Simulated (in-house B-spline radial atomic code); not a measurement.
Configurations of Ga2+, with energies counted from [Ar] 3d10 4s1. Computed with an all-electron radial atomic-structure program (B-spline basis): non-relativistic M06-2X, spin-polarised, spherical fractional occupations, exact exchange averaged over the configuration, point nucleus. Shells without spins written out take the highest spin.

Occupations are held fixed; configurations that lie above the ionisation limit could autoionise.

```csv
configuration,E - E(ref) (eV),highest orbital,its <r> (bohr)
[Ar] 3d9 4s1 4p1,23.727,4p up,2.325
[Ne] 3s2 3p5 3d10 4s2,99.151,4s down,2.073
```

(1) Order these further configurations by energy, lowest first.
A. [Ne] 3s2 3p5 3d10 4s1 4d1
B. [Ne] 3s2 3p5 3d10 4s1 4p1
C. [Ar] 3d9 4s1 4d1

Results:

(1) C (35.229 eV), B (106.25 eV), A (117.8 eV).
